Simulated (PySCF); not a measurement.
Harmonic spectrum computed at PBE0 in the def2-SVPD basis family (core potentials from Rb on, PySCF, no spin–orbit coupling):

| ω (cm⁻¹) | IR (km/mol) |
| --- | --- |
| 53 | 10.2 |
| 258 | 4.4 |
| 316 | 152 |

Q: Which molecule gave it? In each, all ligands are bound to the one heavy central atom.
A. BrSe₂⁻ (singlet)
B. ScSe₂⁻ (singlet)
C. ISe₂⁻ (singlet)
D. LaSe₂⁻ (singlet)
E. YSe₂⁻ (singlet)

A: E. It has C2v symmetry with Y–Se 2.538 Å (×2).
